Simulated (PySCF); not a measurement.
Bond length, frequency and bond energy of HI⁺ by level of theory

State: ²Π (doublet), unpaired electrons π ↑. Set-up: H x2c-SVPall, I x2c-SVPall; spin-free X2C with a Gaussian nucleus (PySCF 2.14). De refers to H + I⁺ in their high-spin ground configurations, without counterpoise correction. The functionals are run spin-unrestricted. A positive dipole points towards I; it is taken about the centre of mass and depends on that origin.

```
      Level  Re (Å)  ωe (cm⁻¹)  De (eV)  μ (D)
        UHF   1.619       2362     2.19  -1.31
    UHF-MP2   1.625       2294     2.92    n/a
UHF-SCS-MP2   1.627       2288     2.97    n/a
   UHF-CCSD   1.632       2236     3.02    n/a
UHF-CCSD(T)   1.634       2225     3.05    n/a
        PBE   1.653       2155     3.41  -1.24
     r²SCAN   1.640       2220     3.37  -1.29
    r²SCANh   1.636       2242     3.34  -1.29
       PBE0   1.637       2243     3.32  -1.27
        M06   1.642       2222     3.33  -1.15
     B2PLYP   1.636       2239     3.24  -1.27
```

**Question.** Which functional lies closest to UHF-CCSD(T) in De, which farthest, and by how much do they differ from it?

**Answer.** Closest is B2PLYP (+0.2 pm in Re, +0.6 % in ωe, +0.19 eV in De against UHF-CCSD(T) in the same basis), farthest PBE (+1.9 pm in Re, -3.1 % in ωe, +0.36 eV in De). CCSD(T) converges more slowly with the basis than the functionals do and binds too weakly in this one, so the order can change at the basis-set limit.

**Question.** What does the step from GGA to meta-GGA do here, going from PBE to r²SCAN?

**Answer.** r²SCAN less PBE: -1.3 pm in Re, +3.0 % in ωe, -0.04 eV in De. 

**Question.** What does second-order correlation do here, going from UHF to UHF-MP2?

**Answer.** UHF-MP2 less UHF: +0.6 pm in Re, -2.9 % in ωe, +0.73 eV in De. Correlation nearly always deepens the well. The bond lengthens, as in strong covalent bonds, where excitations into antibonding orbitals dominate.

Correlated steps freeze 18 core orbitals. Correlated levels converge slowly with the basis: in double zeta they bind strong bonds too weakly, by up to about 1 eV, and carry superposition errors of some tenths. These are scalar-relativistic numbers at best; spin–orbit coupling would shift them, the dissociation energy most. For an ion De counts to the pair picked by the measured ionisation energies or electron affinities, which need not be the lowest pair at this level. B2PLYP dipoles, levels and charges come from its SCF part alone. The state is the lowest determinant that a PBE0 search found; another state may lie lower at other levels.
